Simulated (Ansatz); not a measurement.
`N[Si](O)(O)S` + H₂Te → `O[Si](O)(S)[TeH]` + NH₃  (ligand exchange at the Si–N bond)

Gas-phase electronic energies from Ansatz, PBE0-D4/def2-TZVP geometries. CCSD(T)/CBS is the MP2 limit (def2-TZVPP, def2-QZVPP) plus CCSD(T) − MP2 in def2-TZVPP, frozen cores. This one scheme is used for every species. DFT in def2-TZVPP. B3LYP here is the variant with VWN-RPA as its local correlation; programs differ in this. HSE06 is defined as in plane-wave codes. Elements past krypton have def2 core potentials. For Te outer-core shells are correlated without core-valence functions, which leaves a few kJ/mol of doubt a bond. Each species was taken in one conformer, which may not be the lowest.

Problem. Is it downhill or uphill in electronic energy at CCSD(T)/CBS, and by how much? (An estimate is asked.)

Solution. Ansatz gave: Uphill: ΔE = +10.6 kJ/mol.

Problem. What do these levels give: BLYP-D4, r2SCAN-D4, HSE06-D4, PBE-QIDH, revPBE, B3LYP, r2SCANh, RPA@PBE/def2-TZVPP, CCSD(T)/def2-SVP, MP2/def2-TZVPP, HF/def2-QZVPP, MP2/def2-QZVPP? (An estimate is asked.)

Solution. The calculation gave: BLYP-D4 10.5, r2SCAN-D4 14.0, HSE06-D4 6.7, PBE-QIDH 12.8, revPBE 3.5, B3LYP 20.8, r2SCANh 15.7, RPA@PBE/def2-TZVPP 21.3, CCSD(T)/def2-SVP 19.8, MP2/def2-TZVPP 10.5, HF/def2-QZVPP 36.3, MP2/def2-QZVPP 5.8 kJ/mol.

Largest T1 diagnostic among the species: 0.012.

At CCSD(T), def2-SVP lies +9.2 kJ/mol from the extrapolated value and def2-TZVPP +8.6 kJ/mol. Leaving LDA and LC-ωPBE aside and taking each functional with its dispersion term where it has one, the values, not all of them listed here, spread over 22.2 kJ/mol, from PBE-D4 to CAM-B3LYP-D4. LDA lies +8.6 kJ/mol from PBE without D4.
